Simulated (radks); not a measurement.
Task: Eu X, configuration [Kr] 4d10 4f5 5s2 5p1 (the NIST ground configuration). Calculated with a radial shooting solver on a logarithmic mesh with Libxc functionals: scalar-relativistic Kohn-Sham, PBE, spin-polarised, spherical densities, finite nucleus; open shells are filled with parallel spins first (spin-orbit coupling, left out, can overturn this in heavy ions); Fermi nuclear charge, rms radius 5.1115 fm. Some entries of the table are withheld. Estimate them.

orbital  occ.  eigenvalue (eV)  <r> (bohr)
1s up       1        -48509.92     0.02232
1s down     1        -48509.82     0.02232
2s up       1        -8088.122     0.09512
2s down     1        -8088.039     0.09512
2p up       3        -7222.812     0.08389
2p down     3        -7222.709     0.08389
3s up       1        -1894.420      0.2496
3s down     1        -1892.194      0.2494
3p up       3        -1625.030      0.2481
3p down     3        -1622.804      0.2478
3d up       5        -1264.515      0.2260
3d down     5        -1262.791      0.2257
4s up       1        -492.4073      0.5636
4s down     1        -487.2152      0.5636
4p up       3        -403.2843      0.5952
4p down     3        -398.1231      0.5952
4d up       5        -278.8299         (1)
4d down     5        -273.6557         (2)
5s up       1        -170.7532       1.227
5s down     1        -166.2726       1.237
5p up       1        -144.1054       1.344
4f up       5              (3)      0.7582
5p down     0        -140.0533       1.358
4f down     0              (4)      0.7623

Result: 
(1) 4d up <r> (bohr): 0.6428
(2) 4d down <r> (bohr): 0.6428
(3) 4f up eigenvalue (eV): -142.3284
(4) 4f down eigenvalue (eV): -137.0804
